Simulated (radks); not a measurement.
The numbers below are computed, except where a source is named.
Spherical quantum dot in the effective-mass picture: electrons in a parabolic well V = omega^2 r^2 / 2 with omega = 2.7, all in effective atomic units (hartree* = m*/eps^2 hartree, bohr* = eps/m* bohr), one dielectric constant everywhere. Level of theory: non-relativistic Kohn-Sham, PBEsol, spin-polarised, spherical densities (a radial shooting solver with Libxc functionals). Levels are named by radial order and angular momentum (1s, 1p, 1d, 2s, ...), and open shells are averaged over m. Each electron was tried in the lowest free levels, single moves between levels near the top were tried too, and the lowest total energy was kept; such a search can miss a lower state. At N = 1 the Hartree and exchange-correlation terms need not cancel, so that row can carry a self-interaction error.

| N | open shells | 2S | mu = E(N) - E(N-1) (hartree*) | addition energy mu(N+1) - mu(N) (hartree*) | e(HOMO) (hartree*) | rms radius (bohr*) |
|---|---|---|---|---|---|---|
| 1 | 1s(up 1, down 0) | 1 | 4.0865 | 1.234 | 4.5552 | 0.7475 |
| 2 | none | 0 | 5.3205 | 3.317 | 5.7743 | 0.7768 |
| 3 | 1p(up 1, down 0) | 1 | 8.6372 | 0.7947 | 9.0284 | 0.8696 |
| 4 | 1p(up 2, down 0) | 2 | 9.4319 | 0.8130 | 9.8377 | 0.9204 |
| 5 | 1p(up 3, down 0) | 3 | 10.245 | 1.054 | 10.652 | 0.9559 |
| 6 | 1p(up 3, down 1) | 2 | 11.299 | 0.7454 | 11.667 | 0.9858 |
| 7 | 1p(up 3, down 2) | 1 | 12.044 | 0.7614 | 12.424 | 1.011 |
| 8 | none | 0 | 12.806 | 2.846 | 13.187 | 1.032 |
| 9 | 1d(up 1, down 0) | 1 | 15.652 | 0.6627 | 15.982 | 1.069 |
| 10 | 1d(up 2, down 0) | 2 | 16.314 | 0.6639 | 16.646 | 1.099 |
| 11 | 1d(up 3, down 0) | 3 | 16.978 | 0.6622 | 17.310 | 1.126 |
| 12 | 1d(up 4, down 0) | 4 | 17.640 | 0.6590 | 17.971 | 1.149 |
| 13 | 1d(up 5, down 0) | 5 | 18.299 | 0.8499 | 18.628 | 1.171 |
| 14 | 1d(up 5, down 1) | 4 | 19.149 | 0.6251 | 19.461 | 1.190 |
| 15 | 1d(up 5, down 2) | 3 | 19.774 | 0.6267 | 20.088 | 1.209 |
| 16 | 1d(up 5, down 3) | 2 | 20.401 | 0.6257 | 20.714 | 1.226 |
| 17 | 1d(up 5, down 4) | 1 | 21.027 | 0.6234 | 21.339 | 1.242 |
| 18 | none | 0 | 21.650 | 0.8214 | 21.961 | 1.257 |
| 19 | 2s(up 1, down 0) | 1 | 22.472 | 0.7108 | 22.789 | 1.272 |
| 20 | none | 0 | 23.182 | 2.150 | 23.495 | 1.287 |
| 21 | 1f(up 1, down 0) | 1 | 25.333 | 0.5612 | 25.613 | 1.305 |
| 22 | 1f(up 2, down 0) | 2 | 25.894 | 0.5596 | 26.174 | 1.323 |
| 23 | 1f(up 3, down 0) | 3 | 26.453 | 0.5577 | 26.732 | 1.339 |
| 24 | 1f(up 4, down 0) | 4 | 27.011 | 0.5554 | 27.289 | 1.355 |
| 25 | 1f(up 5, down 0) | 5 | 27.566 | 0.5530 | 27.843 | 1.370 |
| 26 | 1f(up 6, down 0) | 6 | 28.119 | 0.5505 | 28.395 | 1.384 |
| 27 | 1f(up 7, down 0) | 7 | 28.670 | 0.6992 | 28.944 | 1.397 |
| 28 | 1f(up 7, down 1) | 6 | 29.369 | 0.5344 | 29.636 | 1.411 |
| 29 | 1f(up 7, down 2) | 5 | 29.903 | 0.5333 | 30.170 | 1.423 |
| 30 | 1f(up 7, down 3) | 4 | 30.437 | 0.5318 | 30.703 | 1.436 |
| 31 | 1f(up 7, down 4) | 3 | 30.968 | 0.5300 | 31.234 | 1.448 |
| 32 | 1f(up 7, down 5) | 2 | 31.498 | 0.5280 | 31.763 | 1.459 |
| 33 | 1f(up 7, down 6) | 1 | 32.026 | 0.5259 | 32.290 | 1.470 |
| 34 | none | 0 | 32.552 | 0.8270 | 32.815 | 1.481 |
| 35 | 2p(up 1, down 0) | 1 | 33.379 | 0.5305 | 33.645 | 1.492 |
| 36 | 2p(up 2, down 0) | 2 | 33.910 | 0.5299 | 34.175 | 1.503 |
| 37 | 2p(up 3, down 0) | 3 | 34.440 | 0.6116 | 34.704 | 1.513 |
| 38 | 2p(up 3, down 1) | 2 | 35.051 | 0.5202 | 35.311 | 1.524 |
| 39 | 2p(up 3, down 2) | 1 | 35.572 | 0.5199 | 35.832 | 1.534 |
| 40 | none | 0 | 36.091 | 1.667 | 36.351 | 1.543 |
| 41 | 1g(up 1, down 0) | 1 | 37.759 | 0.4819 | 38.000 | 1.555 |
| 42 | 1g(up 2, down 0) | 2 | 38.241 | 0.4804 | 38.481 | 1.566 |
| 43 | 1g(up 3, down 0) | 3 | 38.721 | 0.4790 | 38.961 | 1.576 |
| 44 | 1g(up 4, down 0) | 4 | 39.200 | - | 39.439 | 1.587 |

All shells are closed at N = 2, 8, 18, 20, 34, 40 (there: 1s2 1p6 1d10 2s2 1f14 2p6); the second difference of the energy has clear peaks (12 % above both neighbours; the first and last values, which can be the largest, are not judged, and half-filled shells can peak too) at N = 2, 5, 8, 13, 18, 20, 27, 34, 37, 40.
